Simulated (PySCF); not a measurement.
Numbering as in the mapped SMILES `[CH3:1][C:2]#[C:3][SiH2:4][S:5][CH3:6]`. Hydrogens are named by the atom that carries them.

Geometry: GFN2-xTB; GIAO absolute shieldings from PySCF, gas phase, non-relativistic, averaged over equivalent atoms.

At PBE0/pcSseg-1 (156 basis functions, 17 s wall time on 1 thread of an Arm Neoverse V1, shared host):
```tsv
atoms	σ (ppm)
C2	71.4
C3	106.1
C6	172.4
C1	181.0
Si4	401.7
S5	691.4
H(Si4)	26.83
H(C6)	29.57
H(C1)	29.59
```

Problem. Predict the values at KT2/6-311G** on the same geometry.

Solution. 
| atoms | σ at KT2/6-311G** | change |
| --- | --- | --- |
| C2 | 86.5 | +15.1 |
| C3 | 121.6 | +15.5 |
| C6 | 177.0 | +4.6 |
| C1 | 186.0 | +5.0 |
| Si4 | 417.3 | +15.6 |
| S5 | 669.8 | -21.6 |
| H(Si4) | 26.82 | -0.01 |
| H(C6) | 29.90 | +0.33 |
| H(C1) | 29.89 | +0.30 |

The largest change is at S5 (sulfur bonded to C, Si). Cost: 172 basis functions, 29 s wall time on 1 thread of an Arm Neoverse V1, shared host. The order of the carbon signals is the same at both levels.
